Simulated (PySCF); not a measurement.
## Two-component Hartree-Fock for V⁺ (vanadium, charge +1)

Start: [Ar] 3d4; 3d3/2 filled at m_j = -3/2, -1/2, +1/2, +3/2. Calculated with PySCF 2.14 in x2c-TZVPall-2c with one added diffuse shell each of s, p, d type (7s8p5d1f, 63 functions): generalised Hartree-Fock with the X2C-1e Hamiltonian and a Gaussian nucleus; one run each with spin-orbit coupling (SO) switched off, then screened by Boettger's factors.

| spinor shell | electrons | ε, spin-free (eV) | ε, screened SO (eV) | weight of nominal j (screened SO) | rms radius, screened SO (bohr) |
| --- | --- | --- | --- | --- | --- |
| 1s1/2 | 2 | -5522.6 | -5522.5 | 1.000 | 0.0768 |
| 2s1/2 | 2 | -658.70 | -658.68 | 1.000 | 0.332 |
| 2p1/2 | 2 | -547.39 | -552.55 | 0.985 | 0.301 |
| 2p3/2 | 4 | -547.39 | -544.83 | 0.993 | 0.303 |
| 3s1/2 | 2 | -89.567 | -89.558 | 1.000 | 1.03 |
| 3p1/2 | 2 | -57.454 | -58.713 | 0.658 | 1.12 |
| 3p3/2 | 4 | -57.454 | -56.820 | 0.829 | 1.13 |
| 3d3/2 | 4 | -15.809 | -15.811 | 0.507 | 1.67 |

```csv
quantity,spin-free,screened SO
E (hartree),-947.89975,-947.90918
M_J,0,0
⟨J²⟩,4.008,3.963
⟨L²⟩,6.008,6.007
⟨S²⟩,6.000,6.000
```

The determinant has a definite M_J but mixes levels of different J.

Each row is a mean over spinors that exchange with the open shell spreads, by up to 10.281 eV (3p3/2).

Rows whose weight is well below 1 are mixtures of j = l ± 1/2: exchange outweighs spin-orbit coupling there, and the label is only the starting occupation.

Without spin-orbit coupling the j labels of p, d and f shells carry no meaning; the spin-free column gives the mean over the occupied spinors of each nl shell, and its ⟨J²⟩ belongs to a mixture of degenerate components.
